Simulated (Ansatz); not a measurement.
Geometry optimisation, Ansatz, RKS PBE-D4/6-31G*.

Input:

```yaml
crystal:
  periodic: [false, false, false]
  atoms:
    - { symbol: B, position_ang: [-1.3119, -0.6331, -0.5249] }
    - { symbol: F, position_ang: [0.0613, -0.6718, -1.4891] }
    - { symbol: H, position_ang: [-1.9477, 0.2637, -0.9198] }
    - { symbol: H, position_ang: [-1.7168, -1.7283, -0.4907] }
    - { symbol: H, position_ang: [0.5555, 0.445, 0.6812] }
    - { symbol: "N", position_ang: [-0.5746, -0.1763, 1.0523] }
    - { symbol: H, position_ang: [0.9092, 0.0534, -1.0285] }
    - { symbol: "N", position_ang: [1.555, 0.8046, -0.135] }
    - { symbol: H, position_ang: [-0.375, -1.01, 1.584] }
    - { symbol: H, position_ang: [-1.215, 0.4172, 1.556] }
    - { symbol: H, position_ang: [2.4697, 0.4568, 0.1] }
    - { symbol: H, position_ang: [1.5903, 1.7787, -0.3855] }
basis:
  gaussian: { orbitals: "6-31G*" }
hamiltonian:
  xc: pbe
  dispersion: d4
relax:
  f_tol: 0.15
  max_steps: 25
  restrain:
    - { distance: [0, 5], at: 2.85, k: 30.0 }
    - { distance: [4, 7], at: 2.32, k: 30.0 }
    - { distance: [6, 1], at: 2.18, k: 30.0 }
    - { distance: [0, 1], at: 1.41, k: 30.0 }
    - { distance: [4, 5], at: 1.02, k: 30.0 }
    - { distance: [6, 7], at: 1.02, k: 30.0 }
```

Launched with:

```bash
$ ansatz run input.yaml --threads 2 --pin off --max-ram 3072MiB --backend cpu --events-out ev --progress --plain --runs-dir out
```

Q: Where does it end, and by what steps?

A: It converged. The restraints hold the end off the free minimum. After 9 steps the energy has fallen by 0.145 eV (the restraints' own energy left out); N8 moved furthest, 0.67 Å. Parted: B1–N6. Joined: H5–N6, H7–N8.

| step | energy less start (eV) | largest force component (eV/Å) | accepted |
| --- | --- | --- | --- |
| 0 | 0.0000 | 3.159 | yes |
| 1 | -0.1916 | 3.712 | yes |
| 2 | 0.1333 | 3.591 | yes |
| 3 | 0.1362 | 1.119 | yes |
| 4 | 0.2276 | 2.122 | yes |
| 5 | -0.0024 | 1.603 | yes |
| 6 | -0.1386 | 0.940 | yes |
| 7 | -0.1264 | 1.069 | no |
| 8 | -0.1443 | 0.914 | yes |
| 9 | -0.1454 | 0.970 | yes |

```xyz
12
Properties=species:S:1:pos:R:3
B -1.475 -0.799 -0.898
F -0.297 -0.889 -1.603
H -2.072 0.246 -0.951
H -1.888 -1.812 -0.393
H 0.338 0.260 0.838
N -0.311 -0.027 1.578
H 1.404 0.355 -1.043
N 2.052 0.978 -0.555
H -0.457 -1.039 1.534
H -1.211 0.444 1.447
H 2.397 0.490 0.277
H 1.521 1.793 -0.231
```

Whether the end is a true minimum wasn't checked by a vibrational analysis.

Time of the run: 13 s on 2 threads of Arm Neoverse V2 (shared host), peak memory 0.12 GiB.
